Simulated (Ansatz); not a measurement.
C2H4N (SMILES [CH2]N=C) moved off its minimum; all values from Ansatz (a first-principles code), cores frozen in correlated methods. Open shells are unrestricted.
(charge 0, multiplicity 2)
```xyz
7

C      1.1033    -0.2754    -0.1907
N      0.0207     0.4721    -0.0962
C     -1.1288    -0.0619     0.2510
H      1.1234    -1.3427     0.0692
H      2.0251     0.2337    -0.4841
H     -1.9840     0.5405     0.3230
H     -1.1870    -1.1313     0.4991
```

Forces at PBE/def2-TZVPP (eV/Å):

```tsv
atom	Fx	Fy	Fz
C1	0.236	0.338	0.091
N2	0.045	0.425	-0.265
C3	1.190	-1.163	0.102
H4	-0.021	-0.152	-0.038
H5	0.052	-0.211	-0.010
H6	-1.292	0.916	0.094
H7	-0.209	-0.153	0.026
```

Give the forces (eV/Å), the total energy and the dipole at CCSD(T)/aug-cc-pVDZ.


| atom | Fx | Fy | Fz |
|---|---|---|---|
| C1 | 0.818 | -0.160 | 0.052 |
| N2 | 0.077 | 1.415 | -0.460 |
| C3 | 0.688 | -1.634 | 0.301 |
| H4 | -0.050 | -0.272 | -0.006 |
| H5 | 0.162 | -0.148 | -0.043 |
| H6 | -1.498 | 1.074 | 0.105 |
| H7 | -0.197 | -0.276 | 0.051 |
Energy -132.9456 hartree, dipole 1.50 D.

Doubts at one or more of the structures used: a spin-contaminated determinant (CCSD(T)/aug-cc-pVDZ).
